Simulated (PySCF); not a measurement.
Species: C₆H₇P.
Cartesian coordinates in Å at the PBE0-D3(BJ)/def2-SVP level; atoms count from 1:
```xyz
14
C6H7P angstrom
P      2.730   -0.118    0.543
C      0.945    0.025    0.123
C      0.183   -1.118   -0.155
C     -1.190   -1.020   -0.374
C     -1.824    0.220   -0.312
C     -1.077    1.362   -0.029
C      0.296    1.264    0.191
H      3.182    1.009   -0.207
H      3.081   -1.051   -0.479
H      0.666   -2.097   -0.207
H     -1.767   -1.920   -0.597
H     -2.900    0.296   -0.486
H     -1.564    2.339    0.021
H      0.868    2.169    0.414
```

The calculation used TDDFT CAM-B3LYP/def2-SVPD, vertical, gas phase, core orbitals frozen in the response in PySCF.

Ground-to-excited transition dipoles (e·a0, same axes as the geometry; the sign carries no meaning), for the states with f of 0.002 or more among the lowest 6:

| state | E (eV) | μx | μy | μz |
| --- | --- | --- | --- | --- |
| S2 | 5.611 | -1.202 | 0.075 | -0.113 |
| S3 | 6.166 | -0.289 | -0.028 | 0.233 |
| S4 | 6.268 | 0.021 | 0.511 | 0.085 |
| S5 | 6.601 | 1.496 | -0.108 | 0.370 |
| S6 | 6.936 | 0.492 | -0.138 | 0.504 |

Q: What oscillator strength does each state have?

A: f = (2/3) ΔE |μ|² with ΔE in hartree (27.2114 eV).

```
state  |μ|² (au)  |μ| (D)      f
   S2      1.463     3.07  0.201
   S3      0.139     0.95  0.021
   S4      0.269     1.32  0.041
   S5      2.388     3.93  0.386
   S6      0.516     1.83  0.088
```

Q: The point group is Cs. Which irreducible representation does each state belong to?

A: From a totally symmetric ground state, an allowed state transforms like the component of the dipole operator along its μ. Polarised normal to the mirror plane, so A″: S4. Polarised in the mirror plane, so A′: S2, S3, S5 and S6.

Q: What angle do the transition dipoles of S2 and S3 make?

A: |cos θ| = |μa·μb| / (|μa| |μb|) = 0.71, so θ ≈ 45° (taken between 0 and 90°, since the signs are arbitrary).

Q: What peak molar absorption coefficient would the strongest computed level give as a lone Gaussian band 0.5 eV wide at half height?

A: ε(max) = 2.175×10⁸ f / FWHM, with the width in cm⁻¹. S5: 2.175×10⁸ × 0.3861 / 4033 ≈ 21000 L mol⁻¹ cm⁻¹.

One conformer stands for the species.
